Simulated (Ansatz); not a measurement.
Consider the substitution at a C–C bond: `CCCCCCCS` + H₂S → `SCCS` + `CCCCC`.

Program: Ansatz. Geometries: PBE0-D4/def2-TZVP. ΔE: electronic, gas phase. CCSD(T)/CBS is the MP2 limit (def2-TZVPP, def2-QZVPP) plus CCSD(T) − MP2 in def2-TZVPP, frozen cores. This one scheme is used for every species. Functionals use def2-TZVPP. Each species was taken in one conformer, which may not be the lowest.

`CCCCCCCS`:

Cartesian coordinates in Å:
```
C 3.009 1.339 -0.581
C 2.671 0.288 0.465
C 1.179 0.017 0.612
C 0.535 -0.591 -0.625
C -0.914 -1.014 -0.425
C -1.869 0.145 -0.189
C -3.318 -0.277 -0.017
S -3.654 -1.278 1.459
H 4.082 1.542 -0.605
H 2.713 1.024 -1.584
H 2.498 2.282 -0.367
H 3.184 -0.650 0.221
H 3.070 0.607 1.434
H 0.675 0.955 0.876
H 1.020 -0.661 1.459
H 0.593 0.112 -1.463
H 1.119 -1.469 -0.925
H -1.252 -1.567 -1.310
H -0.982 -1.711 0.416
H -1.817 0.835 -1.042
H -1.561 0.721 0.689
H -3.982 0.589 -0.008
H -3.634 -0.913 -0.850
H -3.366 -0.324 2.360
```

H₂S:

```xyz
3

S     0.544    0.031   -0.295
H    -0.276   -0.977    0.039
H    -0.268    0.946    0.256
```

`SCCS`:

Z-matrix (Å, degrees):
```
C
C 1 1.517
S 1 1.808 2 114.8
H 1 1.091 2 110.9 3 -124.3
H 1 1.094 2 109.3 3 117.2
S 2 1.809 1 114.8 3 66.1
H 2 1.091 1 110.9 3 -58.2
H 2 1.094 1 109.3 3 -176.7
H 3 1.343 1 96.5 2 -74.1
H 6 1.343 2 96.5 1 -74.6
```

`CCCCC`:

```xyz
17

C    -1.547    0.143   -1.852
C    -0.865    0.398   -0.519
C     0.026   -0.757   -0.085
C     0.676   -0.575    1.280
C     1.668    0.576    1.347
H    -2.185    0.979   -2.145
H    -2.172   -0.754   -1.810
H    -0.811   -0.009   -2.647
H    -0.277    1.319   -0.584
H    -1.622    0.575    0.255
H    -0.571   -1.676   -0.077
H     0.807   -0.912   -0.841
H     1.188   -1.504    1.554
H    -0.106   -0.428    2.034
H     1.185    1.540    1.170
H     2.455    0.458    0.595
H     2.150    0.627    2.325
```

| level | ΔE (eV) |
| --- | --- |
| PBE-D4 | 0.00 |
| PBE | -0.03 |
| r2SCAN | 0.00 |
| MP2/def2-QZVPP | 0.05 |

(1) What does CCSD(T)/CBS give? (An estimate is asked.)

Largest T1 diagnostic among the species: 0.010.

## Answers

(1) Ansatz gave: +0.07 eV. The listed levels differ from it by -0.07, -0.10, -0.07, -0.02 eV.

From PBE to PBE0 (25 % exact exchange), in def2-TZVPP and without D4, ΔE moves by +0.03 eV. The D4 term adds +0.04 eV with B3LYP and +0.03 eV with PBE0; it sums over pairs of atoms, weighted by their polarisabilities, and B3LYP, whose exchange is more repulsive, gets the larger term. In def2-TZVPP, CCSD(T) changes the Hartree–Fock value by +0.06 eV (the triples alone add −0.01 eV) and MP2 by +0.04 eV.

B3LYP here is the variant with VWN-RPA as its local correlation; programs differ in this.
